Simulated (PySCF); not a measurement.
## From computed data to an observable: dipole moment from atomic charges

H3MgNS, SMILES [SH][Mg][NH2]. Atoms are numbered in the order given.

```xyz
6

Mg     0.0098     0.5528     0.0000
N     -0.0087     2.4360     0.0000
H     -0.0167     3.0337     0.8140
H     -0.0167     3.0337    -0.8140
S      0.0775    -1.7435     0.0000
H     -1.2635    -1.8574     0.0000
```

Geometry optimised at B3LYP-D3(BJ)/def2-TZVP. The values are those of a single conformer.

Charges (e) from ωB97X/def2-TZVPD in PySCF:

```csv
atom,IAO,ESP fit
Mg1,1.548,1.066
N2,-1.291,-1.453
H3,0.247,0.425
H4,0.247,0.425
S5,-0.834,-0.585
H6,0.084,0.122
```

The dipole moment of the full density is 1.92 D.

### Question
What dipole moment does each set of point charges give, and which comes closer to that of the density?

### Answer

μ = Σ q r, and 1 e Å = 4.8032 D.
IAO: Σ q r = (-0.153, 0.508, 0.000) e Å, |μ| = 2.55 D.
ESP fit: Σ q r = (-0.191, 0.422, 0.000) e Å, |μ| = 2.22 D.
ESP fit comes closer in size. Point charges leave out the atoms' own dipoles (lone pairs, polarised bonds); fits to the potential absorb them, partitions of the density don't.
